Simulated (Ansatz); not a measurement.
`C[Si](C)(C)[Si](C)(C)[Si](C)(C)[Si](C)(C)[Si](C)(C)[Si](C)(C)[Si](C)(C)[Si](C)(C)[Si](C)(C)[Si](C)(C)C`. Charge 0, multiplicity 1. Geometry r2SCAN-D4/def2-SVP.

Cartesian coordinates in Å:
```
C 3.379 -3.956 -7.343
Si 3.051 -3.671 -5.499
C 1.699 -4.870 -4.938
C 4.646 -4.071 -4.562
Si 2.430 -1.401 -5.239
C 3.993 -0.376 -4.875
C 1.721 -0.811 -6.907
Si 0.788 -0.957 -3.601
C 0.189 0.828 -3.894
C -0.685 -2.136 -3.825
Si 1.726 -1.096 -1.446
C 2.799 0.445 -1.157
C 2.878 -2.611 -1.368
Si 0.141 -1.426 0.272
C 1.083 -1.473 1.926
C -0.594 -3.163 -0.008
Si -1.714 0.025 0.442
C -2.777 -0.145 -1.129
C -2.771 -0.629 1.885
Si -1.330 2.324 0.806
C 0.074 2.994 -0.290
C -2.929 3.224 0.295
Si -0.754 2.923 3.017
C -0.146 4.727 2.906
C 0.720 1.885 3.620
Si -2.526 2.874 4.592
C -4.225 2.578 3.792
C -2.588 4.589 5.420
Si -2.197 1.314 6.332
C -0.634 1.747 7.307
C -2.066 -0.476 5.733
C -3.682 1.441 7.503
H 3.705 -4.995 -7.527
H 4.171 -3.287 -7.718
H 2.476 -3.775 -7.949
H 0.746 -4.683 -5.458
H 1.511 -4.786 -3.855
H 1.996 -5.912 -5.145
H 5.459 -3.378 -4.833
H 4.983 -5.093 -4.809
H 4.510 -4.022 -3.470
H 4.724 -0.471 -5.696
H 4.488 -0.709 -3.948
H 3.753 0.695 -4.763
H 1.468 0.262 -6.870
H 0.804 -1.362 -7.174
H 2.449 -0.958 -7.722
H -0.286 0.928 -4.884
H -0.551 1.133 -3.135
H 1.027 1.543 -3.848
H -1.056 -2.110 -4.864
H -1.520 -1.849 -3.165
H -0.411 -3.177 -3.593
H 3.215 0.458 -0.135
H 2.225 1.372 -1.301
H 3.645 0.461 -1.865
H 3.717 -2.480 -2.072
H 3.305 -2.744 -0.360
H 2.354 -3.542 -1.640
H 1.605 -0.526 2.127
H 0.395 -1.665 2.768
H 1.835 -2.280 1.918
H -1.156 -3.221 -0.954
H 0.206 -3.922 -0.047
H -1.278 -3.442 0.811
H -2.257 0.220 -2.029
H -3.712 0.431 -1.025
H -3.052 -1.200 -1.303
H -3.748 -0.117 1.909
H -2.966 -1.711 1.783
H -2.280 -0.462 2.857
H -0.040 2.677 -1.340
H 0.082 4.097 -0.269
H 1.056 2.643 0.064
H -3.814 2.798 0.793
H -2.883 4.297 0.549
H -3.084 3.144 -0.794
H 0.143 5.110 3.899
H -0.924 5.398 2.504
H 0.735 4.800 2.247
H 1.537 1.896 2.878
H 1.122 2.293 4.562
H 0.442 0.834 3.797
H -4.268 1.609 3.270
H -5.016 2.584 4.561
H -4.462 3.368 3.061
H -3.408 4.639 6.157
H -1.648 4.822 5.946
H -2.759 5.384 4.674
H -0.656 2.790 7.662
H -0.539 1.095 8.193
H 0.275 1.617 6.698
H -1.195 -0.624 5.073
H -1.952 -1.160 6.592
H -2.966 -0.786 5.176
H -3.793 2.463 7.903
H -3.563 0.758 8.362
H -4.624 1.177 6.994
```

Single mean-field runs in def2-SVP are fitted with def2-universal-jkfit.

Q: Estimate the orbital energies around the gap (eV) in Ansatz with PBE-D4/def2-SVP, r2SCAN-D4/def2-SVP, PBE0-D4/def2-SVP.

A: 
| orbital | PBE-D4/def2-SVP | r2SCAN-D4/def2-SVP | PBE0-D4/def2-SVP |
| --- | --- | --- | --- |
| HOMO−5 | -6.14 | -6.45 | -7.34 |
| HOMO−4 | -5.91 | -6.20 | -7.08 |
| HOMO−3 | -5.74 | -6.02 | -6.88 |
| HOMO−2 | -5.54 | -5.81 | -6.64 |
| HOMO−1 | -5.24 | -5.49 | -6.29 |
| HOMO | -5.15 | -5.40 | -6.19 |
| LUMO | -0.65 | -0.54 | 0.05 |
| LUMO+1 | -0.54 | -0.42 | 0.18 |
| LUMO+2 | -0.39 | -0.26 | 0.34 |
| LUMO+3 | -0.25 | -0.12 | 0.49 |
| LUMO+4 | -0.02 | 0.17 | 0.75 |
| LUMO+5 | 0.11 | 0.29 | 0.89 |
